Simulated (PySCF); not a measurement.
This PySCF input asks for the NMR shieldings of `C=C(CB(Cl)Cl)C(=O)CC`, C$_{6}$H$_{9}$BCl$_{2}$O; the geometry comes from GFN2-xTB.

```python
import basis_set_exchange as bse
import numpy as np
from pyscf import gto, dft
from pyscf.prop import nmr

atoms = """
C     1.159492   -0.175706   -2.121421
C     0.663384   -0.154732   -0.886767
C     1.426955    0.409444    0.283090
B     1.775808   -0.663846    1.411284
Cl    2.222379   -0.144802    2.989663
Cl    1.749363   -2.345444    1.067604
C    -0.691812   -0.743411   -0.669810
O    -1.191098   -1.484239   -1.484835
C    -1.441968   -0.326450    0.577965
C    -2.037424    1.068196    0.368468
H     0.585832   -0.604323   -2.925764
H     2.127617    0.227191   -2.366761
H     2.363542    0.828621   -0.098970
H     0.886593    1.255660    0.714036
H    -0.786965   -0.333094    1.449753
H    -2.250449   -1.040849    0.739806
H    -1.261906    1.805007    0.171430
H    -2.718660    1.057198   -0.478990
H    -2.590487    1.374832    1.252756
"""
names = dict.fromkeys(["C", "B", "Cl", "O", "H"], "pcSseg-1")
basis = {el: gto.basis.parse(bse.get_basis(n, elements=[el], fmt="nwchem")) for el, n in names.items()}
mol = gto.M(atom=atoms, basis=basis, charge=0, verbose=0)
mf = dft.RKS(mol, xc="PBE0")
mf.grids.level = 2
mf.grids.alignment = dft.numint.BLKSIZE   # the property module wants whole blocks of grid points
mf.conv_tol = 1e-9
mf.kernel()

calc = nmr.RKS(mf)   # GIAO
C = mf.mo_coeff
Co = C[:, mf.mo_occ > 0]
resp = mf.gen_response(singlet=True, hermi=2)
def vind(x):   # induced exchange potential for any number of trial vectors
    d = np.einsum("pi,xij,qj->xpq", C, 2 * x.reshape(-1, C.shape[1], Co.shape[1]), Co, optimize=True)
    return np.einsum("xpq,pi,qj->xij", resp(d - d.transpose(0, 2, 1)), C, Co, optimize=True).ravel()
mo1, _ = nmr.rhf.solve_mo1(calc, with_cphf=vind)
sigma = calc.kernel(mo1)
for i, s in enumerate(sigma):   # ppm
    print("%2d %-2s %9.2f" % (i, mol.atom_pure_symbol(i), np.trace(s) / 3))
```

**Question.** What are the results?

**Answer.** 
```
 0 C      50.89
 1 C      36.96
 2 C     146.68
 3 B      36.92
 4 Cl    664.39
 5 Cl    647.94
 6 C     -19.03
 7 O    -313.95
 8 C     148.37
 9 C     173.67
10 H      25.03
11 H      26.10
12 H      29.17
13 H      28.82
14 H      29.54
15 H      29.48
16 H      30.72
17 H      30.66
18 H      30.48
```

These numbers come from an equivalent density-fitted implementation of the same equations, which agrees with the script to about 0.01 ppm for H and up to a few tenths of a ppm for heavy atoms, so last digits may differ.

Size and cost of the density-fitted run: 229 basis functions, 59 s wall time on 1 thread of an Arm Neoverse V1, shared host; peak memory 1.1 GiB.
